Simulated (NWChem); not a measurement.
SnH$_{4}$O$_{2}$; SMILES [OH][SnH2][OH]

```xyz
7

Sn     0.0000     0.0000     0.2910
O      1.6355     0.0424    -0.8797
O     -1.6355    -0.0424    -0.8797
H      0.1400     1.4748     1.1704
H     -0.1400    -1.4748     1.1704
H      1.6800    -0.7777    -1.4087
H     -1.6800     0.7777    -1.4087
```
Atoms are numbered in this order, from 1.

Computed with NWChem. Coordinates come from a PBE-D3(BJ)/def2-SVP (def2 core potentials past Kr) optimisation.

For level Hartree-Fock/STO-3G, non-relativistic:

```yaml
highest occupied level (eV): -8.46
orbital gap (eV): 18.51
dipole (D): 0.74
```

**Question.** What are these values for level Hartree-Fock/3-21G, non-relativistic?

**Answer.** 
| Quantity | Result |
|---|---|
| highest occupied level (eV) | -12.12 |
| orbital gap (eV) | 15.66 |
| dipole (D) | 0.56 |
